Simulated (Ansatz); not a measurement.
Geometry optimisation, RKS PBE/def2-SVP in Ansatz 0.2.0.

Input:

```yaml
crystal:
  periodic: [false, false, false]
  atoms:
    - { symbol: W, position_ang: [0.270147, 0.079356, -0.075922] }
    - { symbol: Cl, position_ang: [0.968465, 0.361514, 2.179729] }
    - { symbol: H, position_ang: [1.967611, 0.35422, -0.179351] }
    - { symbol: O, position_ang: [-0.380169, 1.827672, -0.225583] }
    - { symbol: H, position_ang: [-1.242265, 2.097173, 0.162929] }
    - { symbol: Cl, position_ang: [-2.102863, -0.145284, 0.782919] }
    - { symbol: O, position_ang: [0.078756, -1.770813, 0.102507] }
    - { symbol: H, position_ang: [-0.707134, -2.169253, 0.541579] }
    - { symbol: O, position_ang: [0.612559, -0.048112, -1.915072] }
    - { symbol: H, position_ang: [1.361292, 0.205927, -2.487235] }
basis:
  gaussian: { orbitals: def2-SVP }
hamiltonian:
  xc: pbe
relax:
  f_tol: 0.03
  max_steps: 50
```

Run as:

```bash
$ ansatz run input.yaml --threads 4 --pin off --max-ram 5120MiB --backend cpu --events-out ev --progress --plain --runs-dir out
```

Problem. Where does it end, and by what steps?

Solution. It converged. After 8 steps the energy has fallen by 0.027 eV; H10 moved furthest, 0.13 Å.

```csv
step,energy less start (eV),largest force component (eV/Å),accepted
0,0.0000,0.563,yes
1,0.0464,0.680,no
2,-0.0210,0.167,yes
3,-0.0230,0.065,yes
4,-0.0253,0.073,yes
5,-0.0258,0.054,yes
6,-0.0268,0.052,yes
7,-0.0270,0.031,yes
8,-0.0272,0.022,yes
```

```xyz
10
Properties=species:S:1:pos:R:3
W 0.274 0.098 -0.083
Cl 1.042 0.368 2.106
H 1.966 0.356 -0.159
O -0.436 1.822 -0.231
H -1.315 2.010 0.170
Cl -2.085 -0.139 0.883
O 0.043 -1.753 0.059
H -0.768 -2.095 0.501
O 0.646 -0.009 -1.924
H 1.461 0.134 -2.436
```

Whether the end is a true minimum wasn't checked by a vibrational analysis.

The run took 16 s on 4 threads of Arm Neoverse V2, with other jobs on the host, peak memory 0.2 GiB.
